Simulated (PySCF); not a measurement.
SMILES [SiH3][SiH2]C(=O)OC, GFN2-xTB optimised geometry.

```
14

C      1.54     1.53    -0.01
O      0.87     0.28     0.00
C     -0.47     0.28     0.00
O     -1.14     1.28     0.00
Si    -1.12    -1.52     0.11
Si    -1.20    -2.08     2.36
H      2.41     1.44     0.65
H      0.87     2.31     0.34
H      1.87     1.76    -1.03
H     -0.18    -2.31    -0.68
H     -2.41    -1.52    -0.58
H     -1.66    -3.46     2.54
H     -2.11    -1.23     3.13
H      0.11    -1.99     3.01
```

Density from PySCF with B3LYP/def2-TZVP at that geometry.

Minimum of the electron density along straight lines between bonded atoms, close to the bond critical point (lines longer than 1.1 times the sum of covalent radii, or with two minima, are not listed):

```tsv
bond	length / Å	ρ at the minimum / e bohr⁻³	∇²ρ there / e bohr⁻⁵	position (fraction from the first atom)
C1–O2	1.424	0.248	-0.48	0.35
O2–C3	1.340	0.308	-0.61	0.66
C3–O4	1.206	0.429	-0.20	0.34
C3–Si5	1.910	0.115	0.18	0.62
Si5–Si6	2.315	0.098	-0.18	0.52
C1–H7	1.088	0.288	-1.03	0.65
C1–H8	1.092	0.288	-1.03	0.65
C1–H9	1.091	0.286	-1.02	0.65
Si5–H10	1.467	0.124	0.18	0.49
Si5–H11	1.466	0.125	0.17	0.49
Si6–H12	1.465	0.123	0.19	0.49
Si6–H13	1.466	0.123	0.19	0.49
Si6–H14	1.467	0.123	0.18	0.49
```
